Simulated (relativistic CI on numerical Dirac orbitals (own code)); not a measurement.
Radial Dirac CI calculation of Dy³⁺.

Command:

```sh
python run_levels.py task.json out
```

Input:

```
atom Dy  Z=66  charge=3  electrons=63
nucleus A=164  rms_radius_fm=5.2218
hamiltonian dirac-coulomb  breit=on  qed=on  c_scale=1
orbitals kli  potential=per-configuration
slater_scale 1
correlation none
mixing on
grid step=0.0125 r_max=50.3
scf mixing=0.2 start=bare max_iterations=150 tolerance=2e-08 node_fill=0.05
configurations
  [Xe] 4f9
end
```

Output:

```
SCF 1: [Xe] 4f9
 iter      energy (Ha)   residual   last orbital (Ha)
    1    -10741.715863   1.68e+01    -88.57716
    2    -11264.860965   1.39e+01    -64.05600
    3    -11776.755795   1.43e+01     -2.19430
    4    -11566.750335   2.21e+01     -1.37259
    5    -11496.976230   2.26e+01     -1.77883
    6    -12155.977103   1.03e+00     -1.87348
    7    -12144.860923   2.38e+00     -2.34361
    8    -12156.064295   1.27e+00     -2.07413
    9    -12159.812169   1.60e-01     -2.23064
   10    -12159.722977   1.94e-01     -2.23393
   11    -12159.540241   2.39e-01     -2.32259
   12    -12159.180359   3.08e-01     -2.28091
   13    -12158.685888   4.50e-01     -2.30432
   14    -12160.102809   9.91e-02     -2.23435
   15    -12160.110888   8.85e-02     -2.24707
   16    -12160.057250   1.64e-01     -2.25790
   17    -12160.117809   1.79e-02     -2.31053
   18    -12160.120462   9.39e-02     -2.32853
   19    -12160.128276   4.80e-02     -2.31034
   20    -12160.128336   3.19e-02     -2.30426
   21    -12160.128065   1.57e-02     -2.29143
   22    -12160.127703   1.30e-02     -2.29140
   23    -12160.128196   1.15e-02     -2.28488
   24    -12160.126956   7.06e-03     -2.27150
   25    -12160.125868   4.39e-03     -2.27552
   26    -12160.125009   3.25e-03     -2.28396
   27    -12160.125223   1.24e-03     -2.28592
   28    -12160.125462   3.76e-04     -2.28643
   29    -12160.125404   2.56e-04     -2.28661
   30    -12160.125356   1.72e-04     -2.28665
   31    -12160.125364   7.65e-05     -2.28656
   32    -12160.125357   2.60e-05     -2.28656
   33    -12160.125359   4.95e-06     -2.28655
   34    -12160.125359   4.13e-06     -2.28654
   35    -12160.125360   4.65e-07     -2.28655
   36    -12160.125360   3.65e-07     -2.28655
   37    -12160.125360   1.49e-07     -2.28655
   38    -12160.125360   5.95e-08     -2.28655
   39    -12160.125360   3.83e-08     -2.28655
   40    -12160.125360   1.83e-08     -2.28655
orbital energies (Ha): 4p3/2 -11.9238  4d3/2 -7.3672  4d5/2 -7.1214  5s -3.2446  5p1/2 -2.4747  5p3/2 -2.2865  4f5/2 -1.6895  4f7/2 -1.6548
configuration averages (Ha): Dirac-Coulomb, Breit, QED
  4f9                         -12160.125360   11.531968    7.748641
levels: no., configuration, term, J, E (cm-1), weight
   1 4f9                    6H*  15/2             0.0  0.95
   2 4f9                    6H*  13/2          3418.1  0.97
   3 4f9                    6H*  11/2          5843.1  0.96
   4 4f9                    6H*  9/2           7718.3  0.95
   5 4f9                    6H*  7/2           9168.7  0.94
   6 4f9                    6F*  11/2          9667.4  0.96
   7 4f9                    6H*  5/2          10249.3  0.94
   8 4f9                    6F*  9/2          11008.9  0.89
   9 4f9                    6F*  7/2          12890.3  0.93
  10 4f9                    6F*  5/2          14310.2  0.94
  11 4f9                    6F*  3/2          15164.1  0.93
  12 4f9                    6F*  1/2          15710.4  0.93
  13 4f9                    4F*  9/2          23597.8  0.67
  14 4f9                    4I*  15/2         24050.7  0.57
lowest total energy -12141.143451 Ha
end: converged
```

Against the reference input this run has: SCF mixing 0.2, start potential bare. The reference run ends at -12141.143451 Ha with Breit and QED terms. The change (SCF mixing 0.2, start potential bare) leaves the energy and the levels as they were.

With so few configurations and no correlation, terms lie too far apart (by 10 to 50 % or more near neutrality), their order can be wrong, and levels of other configurations are missing.
